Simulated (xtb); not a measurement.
InHCl₂, SMILES [Cl][InH][Cl]. All values are semi-empirical tight-binding results from xtb (GFN2-xTB unless named), good for trends rather than for accurate numbers. Geometry: GFN2-xTB.

Optimised geometry:

Bond lengths (Å): In1–H2 1.709, In1–Cl3 2.286, In1–Cl4 2.286. Angles (°): H2–In1–Cl3 123.2, H2–In1–Cl4 123.2, Cl3–In1–Cl4 113.6.
Charge 0, spin multiplicity 1.

For metal compounds this method's bond lengths and energies can be far off.

Estimate the properties. (Estimate from the structure and the level; the computed values follow.)


```
Quantity                                        Value
-------------------------------------  --------------
point group as xtb finds it                       C2v
orbital gap                                   3.73 eV
zero-point energy                        4.2 kcal/mol
G − E(el) at 298.15 K (modified RRHO)  -14.6 kcal/mol
```

Give the atomic charges and the Wiberg bond orders between heavy atoms. (The exact figures need the calculation; the answer reports its results.)

charges (e) In1 0.21, H2 0.04, Cl3 -0.12, Cl4 -0.12. Bond orders In1–Cl3 1.15, In1–Cl4 1.15.
